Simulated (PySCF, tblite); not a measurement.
Isomers of C7H11NO. Level: GFN2-xTB in tblite, geometry and Hessian alike; calculated harmonic values, unscaled, isolated species. This tight-binding method is rough: wavenumbers can miss measured ones by several per cent, in bad cases by 10 to 20. One conformer each.

Electronic energies: PBE0/pcSseg-1 single points on the GFN2-xTB geometries (PySCF, gas phase).

```
              SMILES  electronic energy, lowest = 0 (kJ/mol)
       C#CCCCNC(C)=O                                   139.8
   O=CN[C@H]1C=CCCC1                                     0.0
CC#C[C@@H](C)C(=O)NC                                   119.3
```

How do GFN2-xTB zero-point energies change the relative energies?

| SMILES | ZPE (kJ/mol) | of it from modes above 1550 cm⁻¹ | electronic (kJ/mol) | with ZPE, lowest = 0 (kJ/mol) | lowest mode (cm⁻¹) | rings |
| --- | --- | --- | --- | --- | --- | --- |
| O=CN[C@H]1C=CCCC1 | 443.3 | 219.1 | 0.0 | 0.0 | 31 | 1 |
| CC#C[C@@H](C)C(=O)NC | 430.8 | 225.1 | 119.3 | 106.8 | 18 | 0 |
| C#CCCCNC(C)=O | 431.9 | 226.3 | 139.8 | 128.4 | 31 | 0 |

The zero-point energies span 12.5 kJ/mol, from `CC#C[C@@H](C)C(=O)NC` to `O=CN[C@H]1C=CCCC1`. The order is unchanged.

And how do the electronic energies of GFN2-xTB itself compare?

`O=CN[C@H]1C=CCCC1` 0.0; `CC#C[C@@H](C)C(=O)NC` 103.4; `C#CCCCNC(C)=O` 129.0 kJ/mol, lowest = 0. Against the energies above, taken from the same isomer `O=CN[C@H]1C=CCCC1`, the largest difference is 15.9 kJ/mol.
